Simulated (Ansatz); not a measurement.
Consider the ligand exchange at a Ge–Se bond: `B[CH2][GeH2][SeH]` + H–F → `B[CH2][GeH2][F]` + H₂Se.

Isolated molecules relaxed with PBE0-D4/def2-TZVP in Ansatz; ΔE leaves out vibrations. CCSD(T)/CBS is the MP2 limit (def2-TZVPP, def2-QZVPP) plus CCSD(T) − MP2 in def2-TZVPP, frozen cores. This one scheme is used for every species. DFT in def2-TZVPP. B3LYP here is the variant with VWN-RPA as its local correlation; programs differ in this. For Ge, Se outer-core shells are correlated without core-valence functions, which leaves a few kJ/mol of doubt a bond. Scalar relativity is left out up to krypton. One conformer a species, not always the lowest.

```tsv
level	ΔE (kcal/mol)	difference from CCSD(T)/CBS
PBE-D4	1.2	-0.2
r2SCAN-D4	-1.1	-2.5
PBE0-D4	1.8	0.4
B3LYP-D4	-0.9	-2.3
ωB97X-V	-2.3	-3.7
ωB97M-V	-1.2	-2.6
B2PLYP	-2.1	-3.5
PBE	-0.5	-1.9
r2SCAN	-1.5	-2.9
PBE0	0.3	-1.1
B3LYP	-3.6	-5.0
HF/def2-TZVPP	-5.6	-7.0
MP2/def2-TZVPP	2.1	0.7
SCS-MP2/def2-TZVPP	-0.5	-1.9
CCSD/def2-TZVPP	-0.5	-1.9
CCSD(T)/def2-TZVPP	0.3	-1.1
HF/def2-QZVPP	-6.3	-7.7
MP2/def2-QZVPP	2.5	1.1
SCS-MP2/def2-QZVPP	-0.2	-1.6
HF/CBS(def2)	-6.4	-7.8
MP2/CBS(def2)	3.2	1.8
CCSD/CBS(def2)	0.6	-0.8
CCSD(T)/CBS	1.4	0
```

Largest T1 diagnostic among the species: 0.012.

From PBE to PBE0 (25 % exact exchange), in def2-TZVPP and without D4, ΔE moves by +0.8 kcal/mol. In def2-TZVPP, CCSD(T) changes the Hartree–Fock value by +5.9 kcal/mol (the triples alone add +0.8 kcal/mol) and MP2 by +7.8 kcal/mol. The D4 term adds +2.7 kcal/mol with B3LYP and +1.5 kcal/mol with PBE0; it sums over pairs of atoms, weighted by their polarisabilities, and B3LYP, whose exchange is more repulsive, gets the larger term.
